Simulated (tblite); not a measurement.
Compound: C₅H₉NSSi.
Cartesian coordinates in Å at the GFN2-xTB level; atoms count from 1:
```
atom  x, y, z in Å
Si1   -1.8166    0.7255   -0.6256
C2    -1.5441   -1.0129    0.1202
C3    -0.5632   -1.0205    1.2874
C4     0.7004   -0.3560    0.8983
N5     0.7672    0.5415   -0.0170
C6     2.0182    1.0284   -0.1869
C7     2.9559    0.4843    0.6273
S8     2.2387   -0.6959    1.6595
H9    -1.5990    1.7668    0.3752
H10   -3.2543    0.7677   -0.9609
H11   -1.0907    0.9230   -1.8737
H12   -1.1725   -1.6845   -0.6535
H13   -2.4903   -1.4278    0.4660
H14   -0.3555   -2.0369    1.6358
H15   -0.9944   -0.4691    2.1303
H16    2.1886    1.7861   -0.9295
H17    4.0047    0.6924    0.6866
```

Computed with GFN2-xTB (tblite): harmonic, unscaled wavenumbers at the GFN2-xTB geometry, gas phase. This tight-binding method is rough: wavenumbers can miss measured ones by several per cent, in bad cases by 10 to 20. Modes of hydrogen on silicon can be 10 to 20 % off. One conformer, not necessarily the lowest.

Harmonic wavenumbers (cm⁻¹): 31.1, 84.6, 139.2, 224.4, 250.7, 282.5, 381.6, 464.5, 540.2, 560.8, 579.7, 591.8, 681.9, 692.1, 741.5, 753.4, 762.8, 824.7, 827.5, 832.7, 857.7, 868.2, 934.3, 1035.0, 1061.3, 1087.9, 1123.1, 1169.2, 1190.2, 1288.9, 1306.0, 1331.1, 1461.0, 1472.8, 1491.0, 1577.4, 2146.1, 2269.1, 2303.1, 2920.5, 2950.8, 2990.6, 3004.6, 3138.3, 3173.4.

A = 3147, B = 968.1, C = 766.0 MHz; mass 143.022 u (most abundant isotopes); point group C1, symmetry number 1.

Problem. What is the zero-point energy?

Solution. ½Σν̃ = 27200 cm⁻¹ = 325.38 kJ/mol.

Problem. What is S at 298.15 K and 1 bar for an ideal gas of classical rigid rotors and harmonic oscillators?

Solution. Translation 170.75, rotation 122.64, vibration 101.40: S = 394.8 J/(mol K).

Problem. And Cp and H(298.15 K) − H(0)?

Solution. Cp = 150.59 J/(mol K), of which vibrations give 117.34 (their classical limit is 45 R = 374.2); H(298.15 K) − H(0) = 26.05 kJ/mol without the zero-point energy, 16.14 from vibrations.

Problem. How do the functions run with temperature in this model?

Solution. 
```
 T (K)  S (J/(mol K))  Cp (J/(mol K))  H − H(0) (kJ/mol)  G − H(0) (kJ/mol)  ln q(vib)
    50          247.2            49.8               2.06             -10.30       0.64
   100          286.8            66.4               4.96             -23.72       1.61
373.15          432.1           182.1              38.55            -122.67       7.35
   500          491.7           225.4              64.53            -181.30      10.26
   750          594.9           282.6             128.65            -317.51      15.94
  1000          681.4           318.1             204.07            -477.35      21.28
```

q(vib) and H(0) count from the zero-point level.

Problem. Which modes carry the vibrational entropy at 298.15 K?

Solution. 31.1 cm⁻¹: 24.09; 84.6 cm⁻¹: 15.82; 139.2 cm⁻¹: 11.78; 224.4 cm⁻¹: 8.05; 250.7 cm⁻¹: 7.22; 282.5 cm⁻¹: 6.35 J/(mol K); the other 39 give 28.09 together.

Problem. Blend soft modes into free rotors: weight 1/[1 + (100 cm⁻¹/ν̃)⁴] for the oscillator and the rest for a rotor with moment μB/(μ + B), μ = h/(8π²ν), B = 10⁻⁴⁴ kg m². What vibrational entropy results?

Solution. 91.91 J/(mol K) in place of 101.40, which changes −T·S at 298.15 K by +2.83 kJ/mol.

Hindered rotation and anharmonicity are outside this model. Other conformers, if any are populated, would add a mixing term that is left out. The structure is chiral; the term R ln 2 for an equal mix with its mirror image is left out.
